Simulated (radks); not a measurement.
Results of a calculation; reference values are marked as such.
Problem. All-electron atom: Tc I in [Ar] 3d10 4s2 4p5.75 4d5.25 5s2 (fractional occupations, a model configuration). Code: a radial shooting solver on a logarithmic mesh with Libxc functionals. Model: Dirac Kohn-Sham, BLYP, spin-unpolarised, spherical densities, point nucleus; open shells fill j = l - 1/2 first. Some entries of the table are withheld. Estimate them.

| orbital | occ. | eigenvalue (eV) | <r> (bohr) | <1/r> (bohr^-1) |
|---|---|---|---|---|
| 1s1/2 | 2 | -20862.79 | 0.03428 | 44.71 |
| 2s1/2 | 2 | -2976.223 | 0.1492 | 10.20 |
| 2p1/2 | 2 | -2744.804 | (1) | 10.18 |
| 2p3/2 | 4 | -2626.475 | (2) | 9.669 |
| 3s1/2 | 2 | -518.4678 | (3) | 3.507 |
| 3p1/2 | 2 | -429.5484 | 0.4091 | 3.407 |
| 3p3/2 | 4 | -409.7627 | 0.4198 | 3.284 |
| 3d3/2 | 4 | -252.3643 | 0.3970 | 3.102 |
| 3d5/2 | 6 | -248.5605 | 0.4005 | 3.070 |
| 4s1/2 | 2 | (4) | 1.056 | 1.301 |
| 4p1/2 | 2 | -47.4182 | (5) | 1.180 |
| 4p3/2 | 3.75 | -44.4384 | (6) | 1.143 |
| 4d3/2 | 4 | -6.8018 | 1.704 | (7) |
| 4d5/2 | 1.25 | -6.5121 | 1.727 | (8) |
| 5s1/2 | 2 | -4.9653 | 3.301 | 0.3899 |
| 5p1/2 | 0 | -1.4252 | (9) | 0.2719 |
| 5p3/2 | 0 | -1.2952 | (10) | 0.2613 |

Solution. 
(1) 2p1/2 <r> (bohr): 0.1271
(2) 2p3/2 <r> (bohr): 0.1318
(3) 3s1/2 <r> (bohr): 0.4153
(4) 4s1/2 eigenvalue (eV): -73.4572
(5) 4p1/2 <r> (bohr): 1.150
(6) 4p3/2 <r> (bohr): 1.180
(7) 4d3/2 <1/r> (bohr^-1): 0.7984
(8) 4d5/2 <1/r> (bohr^-1): 0.7879
(9) 5p1/2 <r> (bohr): 4.736
(10) 5p3/2 <r> (bohr): 4.919
